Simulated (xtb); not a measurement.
Cl₅Nb (SMILES [Cl][Nb]([Cl])([Cl])([Cl])[Cl]), singlet, at a GFN2-xTB geometry (such geometries of metal compounds can be far from the true shape). Base run: GFN0-xTB (xtb).

The xtb input:
```
$ xtb mol.xyz --gfn 0 --json

# file mol.xyz
6

Nb     0.00000000     0.00000000     0.00000000
Cl     1.85789039    -0.39583951    -1.21898392
Cl     0.99260993    -0.98374584     1.83231779
Cl    -0.99260993     0.98374584    -1.83231779
Cl    -1.65217834    -1.53614236     0.07029074
Cl    -0.20571205     1.93198187     1.14869318
```

Each row names what was changed in the base input (with any setting that the change needs).

```
change        ΔE vs base (kJ/mol)  HOMO-LUMO gap (eV)
------------  -------------------  ------------------
base                         0.00                4.65
etemp = 10                   0.00                4.65
etemp = 5000                -2.95                4.65
file = coord                 0.00                4.65
```
